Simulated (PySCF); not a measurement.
The numbers are results of PySCF with B3LYP-D3(BJ)/def2-TZVP // BP86-D3(BJ)/def2-SVP, not measurements. Isolated molecules, 0 K electronic values unless said otherwise. One relaxed conformer stands for a flexible species; it need not be the lowest. B3LYP has the VWN-RPA correlation part, as in Gaussian. 

Reference species: [Ti(OH)4] (neutral, multiplicity 1).

```json
{
  "HOMO–LUMO gap": "7.16 eV",
  "coordination_number": "4"
}
```

Changed species: [Mo(=O)(OH)4] (M = Mo, oxo; the reference has M = Ti).

**Question.** Give the shifts of the HOMO–LUMO gap and coordination number.

**Answer.** the HOMO–LUMO gap decreases by 2.35 eV, to 4.81 eV; the coordination number increases by 1, to 5.
